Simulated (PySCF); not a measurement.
**Computed structure and properties of [Nd(H2O)]2+**

System: [Nd(H2O)]2+ (singlet in the valence; each metal's 4f electrons, 4 of them, lie in its core potential, out of spins and levels); start: template (C2v). Method: PySCF 2.14.0, RKS PBE0, Nd lcecp-0-SVP with ECP50, O def2-SVP, H def2-SVP; non-relativistic Hamiltonian with scalar-relativistic core potentials where named; density fitting; no spin-orbit coupling.

Input of the relaxation:

```python
mol = gto.M(atom='''
Nd     0.00000     0.00000    -0.30955
O      0.00000     0.00000     2.37295
H      0.77000    -0.00000     2.96295
H     -0.77000     0.00000     2.96295''',
    basis={'Nd': 'lcecp-0-SVP', 'O': 'def2-SVP', 'H': 'def2-SVP'},
    ecp={'Nd': 'lcecp-0-SVP'},
    charge=2, spin=0)
mf = dft.RKS(mol, xc='PBE0')
mf.grids.atom_grid = (50, 194)  # f atoms: unpruned, at least (60, 302)
mf = mf.density_fit()  # fitting sets: Nd AutoAux, O def2-universal-JKFIT, H def2-universal-JKFIT
mf.conv_tol = 1e-08; mf.max_cycle = 55
mf.kernel(dm0)  # dm0: converged density of the start geometry
# quasi-Newton relaxation in Cartesian coordinates to a largest gradient under 0.00045 Eh/bohr, steps kept in the point group
```

Run from Python with OMP_NUM_THREADS=2; the lines above give its settings. Where DIIS fails, smearing, a level shift and second-order steps follow.
It took 6.4 s on 2 threads of AMD EPYC 7R43 64-Core Processor (Zen 3), on a shared host, from the converged density of the start.

Course of the relaxation:

```csv
step,energy above end (eV),largest force component within the symmetry (eV/Å)
0,0.0986,1.103
1,0.0622,0.690
2,0.0088,0.766
3,0.0014,0.146
4,0.0001,0.042
5,0.0000,0.001
```

Relaxed geometry (C2v):

```xyz
4

Nd    0.0000    0.0000   -0.1616
O     0.0000    0.0000    2.3133
H     0.7657    0.0000    2.9188
H    -0.7657    0.0000    2.9188
```

| contact | Å |
| --- | --- |
| Nd1–O2 (H2O) | 2.475 |

On the finer grid (75, 302):

* HOMO: not given (4f levels lie in the core)
* LUMO: not given (4f levels lie in the core)
* Dipole about the centre of mass: 1.66 D
* Set of Mulliken populations of Nd1 outside the core potential: s 2.03, p 6.03, d 0.15, f 0.01
* D3(BJ) dispersion energy (not in the energies): -0.066 eV

```
atom  Mulliken (e)  Löwdin (e)  spin (e)
 Nd1          1.78        1.72      0.00
  O2         -0.34       -0.05      0.00
  H3          0.28        0.17      0.00
  H4          0.28        0.17      0.00
```

The 4f levels lie in the core potential and are missing. Their spin isn't counted.

On the grid (50, 194), as all that follows. Harmonic modes: a minimum; lowest 321 cm⁻¹ (negative: unstable), highest 3780 cm⁻¹, zero-point energy 0.659 eV.

Taking off one H2O (charge 0, singlet; the rest: singlet) in vacuum, both parts rigid, costs 2.34 eV; the small basis without counterpoise inflates it. Parting with an electron moved from the ligand to the metal can be far cheaper, even downhill.

Rigid scan of H2O along the line from its metal:

```
distance to O2 (Å)  energy (eV)
              2.17        0.430
              2.27        0.164
              2.37        0.035
              2.47        0.000
              2.57        0.026
              2.67        0.092
              2.87        0.283
```

One start shape was tried, so this needn't be the lowest isomer.

An lcecp potential fixes the number of 4f electrons, so in runs with it no electron can move into or out of that shell; real Nd(II) is rare or takes another configuration.
